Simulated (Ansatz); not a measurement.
```yaml
crystal:
  periodic: [false, false, false]
  atoms:
    - {symbol: C, position_ang: [-1.667360, 0.757776, -0.182500]}
    - {symbol: Si, position_ang: [0.052302, 0.002331, -0.442793]}
    - {symbol: C, position_ang: [0.557785, -1.080709, 1.086250]}
    - {symbol: S, position_ang: [-0.113391, -1.064851, -2.274140]}
    - {symbol: S, position_ang: [1.518728, 1.434563, -0.847620]}
    - {symbol: H, position_ang: [-1.420815, 1.452211, 0.711374]}
    - {symbol: H, position_ang: [-1.966528, 1.566016, -0.771032]}
    - {symbol: H, position_ang: [-2.192687, 0.070128, 0.255585]}
    - {symbol: H, position_ang: [0.662394, -0.639459, 2.015370]}
    - {symbol: H, position_ang: [1.719041, -1.581328, 0.804758]}
    - {symbol: H, position_ang: [-0.234262, -1.840725, 1.155173]}
    - {symbol: H, position_ang: [1.275559, -1.435739, -2.384996]}
    - {symbol: H, position_ang: [1.845134, 1.645983, 0.509265]}
basis:
  gaussian: {orbitals: def2-TZVPP}
magnetization: {spin_polarized: true, initial_magnetization: 2}
hamiltonian: {xc: {name: r2SCAN50}}
relax: {f_tol: 0.0001, max_steps: 1}
output: {forces: true}
```

```sh
$ ansatz run in.yaml --threads 4 --pin off --events-out ev --progress --plain --max-ram 10444MiB
```

It prints (some lines left out):

```
Functional definition: r2SCAN50
1894 factors; their error is unknown
mean field evaluation 1: about -31735.2659 eV, gradient 4.1e1 eV
mean field evaluation 2: about -31726.8077 eV, gradient 5.3e1 eV
mean field evaluation 4: about -31745.3448 eV, gradient 4.9e0 eV
mean field evaluation 8: about -31746.0939 eV, gradient 4.1e-1 eV
mean field evaluation 16: about -31746.1894 eV, gradient 2.5e-2 eV
mean field -31746.18949479 eV, -1166.6509455936 hartree, gradient 5.9e-5 eV, S^2 2.014108; 2 other end points of the search recorded, 0 dependent functions left out
reference -31746.18950385 eV, -1166.6509459264 hartree; 34, 32 occupied and 266, 268 virtual orbitals, 1894 factors
relax step   1: F+E_penalty+E_count = -31746.18949479 eV  Δ(F+E_penalty+E_count) = +0.000e0 eV  max|allowed force component| = 6.177e0 eV/Å  Δτ_max = 0.0000 Å  (65 SCF iters, accepted)
Error: geometry relaxation did not converge after 1 steps: max|allowed force component| = 6.18e0 eV/Å (threshold 1.0e-4). Raise `relax.max_steps` over both its present limit and 1, loosen `relax.f_tol`, or start from a geometry closer to equilibrium. Where this run's directory can be resumed (`checkpoint.write`), a resume goes on for up to `relax.max_steps` more
```

In this input the relaxation is allowed too few steps for its threshold. The calculation stopped without meeting its thresholds.
